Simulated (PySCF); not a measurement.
**Electron correlation in Cd+ (cadmium, charge +1)**

[Kr] 4d10 5p1, 2P determinant (an excited configuration). Calculation: PySCF 2.14, in aug-cc-pVDZ-PP with ECP28MDF (5s5p4d2f, 54 functions); a scalar-relativistic core potential. Frozen: 4s2 4p6; 11 electrons correlated.

```csv
level,correlation energy (mhartree)
CCSD,-298.37
(T),-5.17
CCSD(T),-303.54
```

Diagnostics: T1 = 0.012, D1 = 0.0517, largest double amplitude 0.023.

Cost of the coupled-cluster step: roughly 5 core-seconds, for 11 correlated electrons.

Iterations:

```
CC2 = 0
CCSD nocc = (np.int64(6), np.int64(5)), nmo = (50, 50)
frozen orbitals [[0, 1, 2, 3], [0, 1, 2, 3]]
max_cycle = 100
direct = 0
conv_tol = 1e-08
conv_tol_normt = 1e-06
diis_space = 8
diis_start_cycle = 0
Init t2, MP2 energy = -0.313444402546437
Init E_corr(UCCSD) = -0.313444402546526
cycle = 1  E_corr(UCCSD) = -0.294547229850402  dE = 0.0188971727  norm(t1,t2) = 0.0432418
cycle = 2  E_corr(UCCSD) = -0.297943893499762  dE = -0.00339666365  norm(t1,t2) = 0.0141926
cycle = 3  E_corr(UCCSD) = -0.298063190549158  dE = -0.000119297049  norm(t1,t2) = 0.00720276
cycle = 4  E_corr(UCCSD) = -0.298373950359544  dE = -0.00031075981  norm(t1,t2) = 0.00205159
cycle = 5  E_corr(UCCSD) = -0.298374161755321  dE = -2.11395778e-07  norm(t1,t2) = 0.000579179
cycle = 6  E_corr(UCCSD) = -0.298365685549315  dE = 8.47620601e-06  norm(t1,t2) = 0.000224399
cycle = 7  E_corr(UCCSD) = -0.298373203672829  dE = -7.51812351e-06  norm(t1,t2) = 6.66056e-05
cycle = 8  E_corr(UCCSD) = -0.298372554606111  dE = 6.49066718e-07  norm(t1,t2) = 2.07459e-05
cycle = 9  E_corr(UCCSD) = -0.298372082260374  dE = 4.72345737e-07  norm(t1,t2) = 4.33628e-06
cycle = 10  E_corr(UCCSD) = -0.298372128225915  dE = -4.59655408e-08  norm(t1,t2) = 1.19213e-06
cycle = 11  E_corr(UCCSD) = -0.298372123968495  dE = 4.25742008e-09  norm(t1,t2) = 4.98236e-07
UCCSD converged
E(UCCSD) = -166.6768766895827  E_corr = -0.2983721239684946
UCCSD(T) correction = -0.00517358588253732
```
